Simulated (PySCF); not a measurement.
Si(F)2(OH)(OSiH3) (F2H4O2Si2), SMILES O[Si](F)(F)O[SiH3]. Coordinates come from a PBE0-D3(BJ)/def2-SVP optimisation. The structure was generated by enumeration, and PubChem lists no compound with its InChIKey, so it may never have been made. Other conformers were not sampled.

Computed equilibrium geometry at PBE0-D3(BJ)/def2-SVP (PySCF confirms it by a frequency run) as Cartesian coordinates in Å (one conformer of several):
```xyz
10

O      1.7088     1.1716     0.3884
Si     0.7647    -0.1317     0.1497
F      0.4161    -0.8556     1.5420
F      1.5373    -1.2361    -0.7205
O     -0.5952     0.3167    -0.5894
Si    -2.2561     0.4477    -0.5086
H      2.6023     1.0302     0.7137
H     -2.8624    -0.9127    -0.4498
H     -2.7110     1.1588    -1.7329
H     -2.6398     1.2203     0.7073
```
